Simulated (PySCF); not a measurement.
C₃H₁₂Si₃, SMILES C=CC([SiH3])([SiH3])[SiH3]. Atoms are numbered in the order given.

```xyz
18

C      2.2324    -1.3323     0.0000
C      0.8841    -1.3128     0.0000
C     -0.0192    -0.1021     0.0000
Si    -1.1395    -0.1886     1.5491
Si     0.8980     1.5707     0.0000
Si    -1.1395    -0.1886    -1.5491
H      2.7807    -2.2864     0.0000
H      2.8412    -0.4130     0.0000
H      0.3603    -2.2896     0.0000
H     -2.1597     0.9174     1.5235
H     -1.8551    -1.5138     1.5708
H     -0.3049    -0.0657     2.7946
H      1.7639     1.7052     1.2240
H     -0.1195     2.6782     0.0000
H      1.7639     1.7052    -1.2240
H     -1.8551    -1.5138    -1.5708
H     -0.3049    -0.0657    -2.7946
H     -2.1597     0.9174    -1.5235
```
Charge 0, spin multiplicity 1.

Geometry optimised at PBE-D3(BJ)/def2-SVP. The structure was generated by enumeration, and PubChem lists no compound with its InChIKey, so it may never have been made. The values are those of a single conformer.

Method: PySCF with PBE/def2-TZVP.

ESP charges are fitted to the potential on shells at 1.4 to 2.0 van der Waals radii. Atomic charges (e):

```
atom  Mulliken  ESP fit    IAO
----  --------  -------  -----
C1       -0.26    -0.48  -0.33
C2       -0.20    -0.07  -0.13
C3        0.03     0.01  -0.71
Si4       0.07     0.07   0.54
Si5       0.01     0.06   0.52
Si6       0.07     0.07   0.54
H7        0.12     0.19   0.16
H8        0.13     0.20   0.14
H9        0.12     0.13   0.14
H10      -0.01    -0.02  -0.10
H11      -0.01    -0.03  -0.10
H12      -0.01    -0.01  -0.09
H13      -0.01    -0.02  -0.09
H14      -0.01    -0.02  -0.09
H15      -0.01    -0.02  -0.09
H16      -0.01    -0.03  -0.10
H17      -0.01    -0.01  -0.09
H18      -0.01    -0.02  -0.10
```

Computed Mayer and Wiberg (Löwdin basis) orders of the bonds:
```
bond     Mayer  Wiberg
-------  -----  ------
C1–C2     1.91    2.12
C2–C3     0.96    1.21
C3–Si4    0.92    1.04
C3–Si5    0.94    1.06
C3–Si6    0.92    1.04
C1–H7     0.94    0.89
C1–H8     0.94    0.87
C2–H9     0.93    0.81
Si4–H10   0.94    0.93
Si4–H11   0.94    0.93
Si4–H12   0.94    0.94
Si5–H13   0.93    0.93
Si5–H14   0.94    0.93
Si5–H15   0.93    0.93
Si6–H16   0.94    0.93
Si6–H17   0.94    0.94
Si6–H18   0.94    0.93
```
